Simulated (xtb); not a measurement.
C₂H₈Si, singlet, at a GFN2-xTB geometry of the parent state; GFN2-xTB run with xtb.

The xtb input:
```
$ xtb mol.xyz --gfn 2 --chrg 0 --uhf 0 --json

# file mol.xyz
11

Si     0.03650868    -0.43358551    -0.36506908
C      1.53191656     0.70441567     0.02861087
C     -1.59065987    -0.00589436     0.55995963
H      0.46724025    -1.52735877     0.70404817
H     -0.37186778     0.39533234    -1.65687226
H      1.34621183     1.75174186    -0.21270753
H      2.39066139     0.39036855    -0.56581887
H      1.83806322     0.66049289     1.07444571
H     -2.37613896    -0.69396234     0.24531692
H     -1.94958563     1.00202826     0.34811715
H     -1.50324592    -0.09957350     1.64301481
```

What the program printed (banner, timings and long lists left out):

```
   ID    Z sym.   atoms
    1   14 Si     1
    2    6 C      2, 3
    3    1 H      4-11

           -------------------------------------------------
          |                Calculation Setup                |
           -------------------------------------------------

           -------------------------------------------------
          |                 G F N 2 - x T B                 |
           -------------------------------------------------

          ...................................................
          :                      SETUP                      :
          :.................................................:
          :  # basis functions                  26          :
          :  # atomic orbitals                  25          :
          :  # shells                           15          :
          :  # electrons                        20          :
          :  max. iterations                   250          :
          :  Hamiltonian                  GFN2-xTB          :
          :  restarted?                      false          :
          :  GBSA solvation                  false          :
          :  PC potential                    false          :
          :  electronic temp.          300.0000000     K    :
          :  accuracy                    1.0000000          :
          :  -> integral cutoff          0.2500000E+02      :
          :  -> integral neglect         0.1000000E-07      :
          :  -> SCF convergence          0.1000000E-05 Eh   :
          :  -> wf. convergence          0.1000000E-03 e    :
          :  Broyden damping             0.4000000          :
          :  net charge                          0          :
          :  unpaired electrons                  0          :
          ...................................................

 iter      E             dE          RMSdq      gap      omega  full diag
   1    -10.0643928 -0.100644E+02  0.756E+00    4.37       0.0  T
   2    -10.1543171 -0.899243E-01  0.443E+00    3.28       1.0  T
   3    -10.1526040  0.171309E-02  0.343E+00    3.85       1.0  T
   4    -10.1636215 -0.110175E-01  0.140E+00    3.51       1.0  T
   5    -10.1624461  0.117546E-02  0.109E+00    3.64       1.0  T
   6    -10.1641445 -0.169848E-02  0.243E-01    3.51       1.0  T
   7    -10.1640896  0.548791E-04  0.149E-01    3.53       1.0  T
   8    -10.1641412 -0.516013E-04  0.601E-02    3.50       1.0  T
   9    -10.1641519 -0.106462E-04  0.114E-02    3.51       2.6  T
  10    -10.1641522 -0.350716E-06  0.265E-03    3.51      11.4  T
  11    -10.1641523 -0.222461E-07  0.198E-04    3.51     152.2  T
  12    -10.1641523  0.594014E-10  0.149E-04    3.51     202.1  T

   *** convergence criteria satisfied after 12 iterations ***

         :::::::::::::::::::::::::::::::::::::::::::::::::::::
         ::                     SUMMARY                     ::
         :::::::::::::::::::::::::::::::::::::::::::::::::::::
         :: total energy             -10.035881395714 Eh    ::
         :: gradient norm              0.059975724069 Eh/a0 ::
         :: HOMO-LUMO gap              3.508183410400 eV    ::
         ::.................................................::
         :: SCC energy               -10.164148327846 Eh    ::
         :: -> isotropic ES            0.017585214870 Eh    ::
         :: -> anisotropic ES          0.004417473094 Eh    ::
         :: -> anisotropic XC         -0.004093927953 Eh    ::
         :: -> dispersion             -0.004852577578 Eh    ::
         :: repulsion energy           0.128266932132 Eh    ::
         :: add. restraining           0.000000000000 Eh    ::
         :: total charge               0.000000000000 e     ::
         :::::::::::::::::::::::::::::::::::::::::::::::::::::

           -------------------------------------------------
          |                Property Printout                |
           -------------------------------------------------

    * Orbital Energies and Occupations

[...]
        11                         -0.2445268              -6.6539 (LUMO)
        12                         -0.1435657              -3.9066
        13                         -0.0720325              -1.9601
        14                         -0.0606125              -1.6493
        15                         -0.0464284              -1.2634
        16                          0.0865689               2.3557
        17                          0.1775393               4.8311
        18                          0.2009342               5.4677
        19                          0.2197546               5.9798
        20                          0.2377214               6.4687
        21                          0.2432543               6.6193
       ...                                ...                  ...
        25                          0.9506111              25.8674
      -------------------------------------------------------------
                  HL-Gap            0.1289234 Eh            3.5082 eV
             Fermi-level           -0.3089885 Eh           -8.4080 eV

     #   Z          covCN         q      C6AA      α(0)
     1  14 Si       3.441     0.440   105.213    20.022
     2   6 C        3.645    -0.211    25.080     7.198
     3   6 C        3.645    -0.211    25.080     7.198
     4   1 H        0.849    -0.047     4.056     3.156
     5   1 H        0.849    -0.047     4.054     3.155
     6   1 H        0.924     0.014     2.826     2.629
     7   1 H        0.924     0.010     2.893     2.660
     8   1 H        0.924     0.014     2.825     2.629
     9   1 H        0.924     0.010     2.893     2.660
    10   1 H        0.924     0.014     2.826     2.629
    11   1 H        0.924     0.014     2.825     2.629

 Mol. C6AA /au·bohr⁶  :       1167.247579
 Mol. C8AA /au·bohr⁸  :      35366.803190
 Mol. α(0) /au        :         56.563307

Wiberg/Mayer (AO) data.
largest (>0.10) Wiberg bond orders for each atom

 ---------------------------------------------------------------------------
     #   Z sym  total        # sym  WBO       # sym  WBO       # sym  WBO
 ---------------------------------------------------------------------------
     1  14 Si   3.571 --     2 C    0.891     3 C    0.891     5 H    0.888
                             4 H    0.888
     2   6 C    3.967 --     6 H    0.997     8 H    0.997     7 H    0.993
                             1 Si   0.891
     3   6 C    3.967 --    10 H    0.997    11 H    0.997     9 H    0.993
                             1 Si   0.891
     4   1 H    0.998 --     1 Si   0.888
     5   1 H    0.998 --     1 Si   0.888
     6   1 H    1.000 --     2 C    0.997
     7   1 H    1.000 --     2 C    0.993
     8   1 H    1.000 --     2 C    0.997
     9   1 H    1.000 --     3 C    0.993
    10   1 H    1.000 --     3 C    0.997
    11   1 H    1.000 --     3 C    0.997
 ---------------------------------------------------------------------------

Topologies differ in total number of bonds
Writing topology from bond orders to xtbtopo.mol

molecular dipole:
                 x           y           z       tot (Debye)
 q only:        0.038      -0.456      -0.383
   full:        0.038      -0.460      -0.389       1.534
molecular quadrupole (traceless):
                xx          xy          yy          xz          yz          zz
 q only:       -2.462      -0.780       1.312       0.475       0.809       1.150
  q+dip:       -2.354      -0.910       1.042       0.763      -0.359       1.312
   full:       -1.434      -0.222       1.072      -0.163       2.079       0.362

           -------------------------------------------------
          | TOTAL ENERGY              -10.035881395714 Eh   |
          | GRADIENT NORM               0.059975724069 Eh/α |
          | HOMO-LUMO GAP               3.508183410400 eV   |
           -------------------------------------------------

normal termination of xtb
```
